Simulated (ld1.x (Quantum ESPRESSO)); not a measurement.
**Cutoff test, H (Z = 1), TM**

ld1.x (Quantum ESPRESSO) 7.5 input, shortened:

```
&input
   title='H', zed=1., rel=1, dft='BLYP', iswitch=3,
   config='1s1 2p-2'
 /
 &inputp
   pseudotype=2, tm=.true., lloc=1,
   nlcc=.false.
 /
2
1S  1  0   1.00   0.00  0.85  0.85  0.0
2P  2  1  -2.00   0.40  0.80  0.80  0.0
 &test
   configts(1)='1s1'
 /
```

The pseudo-atom Hamiltonian at the reference potential is diagonalised in spherical Bessel functions j_l(qr) that vanish at 20 bohr, with q² up to the cutoff. All-electron valence levels (Ry): 1s -0.4801.

Question: How do the lowest levels (Ry) of each channel move with the cutoff, and are there ghosts?

Answer:

| cutoff (Ry) | s #1 | s #2 | p #1 | d #1 | d #2 | f #1 | f #2 | Σ f·Δε (mRy) |
| --- | --- | --- | --- | --- | --- | --- | --- | --- |
| 8 | -0.4156 | 0.0056 | 0.0223 | 0.0737 | 0.1787 | 0.1183 | 0.2509 | 64.4 |
| 15 | -0.4482 | 0.0037 | 0.0222 | 0.0737 | 0.1787 | 0.1182 | 0.2509 | 31.8 |
| 25 | -0.4664 | 0.0027 | 0.0222 | 0.0737 | 0.1787 | 0.1182 | 0.2509 | 13.6 |
| 40 | -0.4761 | 0.0022 | 0.0222 | 0.0737 | 0.1787 | 0.1182 | 0.2509 | 3.9 |
| 55 | -0.4788 | 0.0021 | 0.0222 | 0.0737 | 0.1787 | 0.1182 | 0.2509 | 1.2 |
| 80 | -0.4798 | 0.0020 | 0.0222 | 0.0737 | 0.1787 | 0.1182 | 0.2509 | 0.2 |
| 400 | -0.4800 | 0.0020 | 0.0222 | 0.0737 | 0.1787 | 0.1182 | 0.2509 | 0.0 |

Result: no extra level below or beside the all-electron valence levels (s, p, d, f tested); 10 mRy is reached at 30 Ry and 1 mRy at 60 Ry.
